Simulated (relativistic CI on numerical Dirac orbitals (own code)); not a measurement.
**Spin-allowed bands of a d2 ion in an octahedral site, by hand**

Problem. Take Δ = 23350 cm⁻¹ and B = 970 cm⁻¹ for a d2 ion in an octahedral site. Calculate the three spin-allowed bands.

Working.
1. The terms of highest spin are 3F (energy 0) and 3P (15B = 14550 cm⁻¹). Here the F term splits into A2 at +1.2Δ = 28020, T2 at +0.2Δ = 4670 and T1 at −0.6Δ = -14010 cm⁻¹.
2. The two T1 states mix through the element 0.4Δ: H = [[-14010, 9340], [9340, 14550]], with roots ½(H₁₁ + H₂₂) ∓ ½√[(H₂₂ − H₁₁)² + 4H₁₂²] = ½(540) ∓ ½(34126) = -16793 and 17333 cm⁻¹.
3. The ground term is 3T1 at -16793 cm⁻¹.
4. Bands: 3T2 21463 cm⁻¹ (466 nm), 3T1(P) 34126 cm⁻¹ (293 nm), 3A2 44813 cm⁻¹ (223 nm).

Check. Exact diagonalisation of the whole d2 shell with these parameters gives 3T2 21463, 3T1 34126, 3A2 44813 cm⁻¹. The match is exact, since without spin-orbit coupling no other term has this spin. The ratio of the second band to the first, 1.590, depends on Δ/B = 24.1 alone, which is how a Tanabe-Sugano diagram is read.
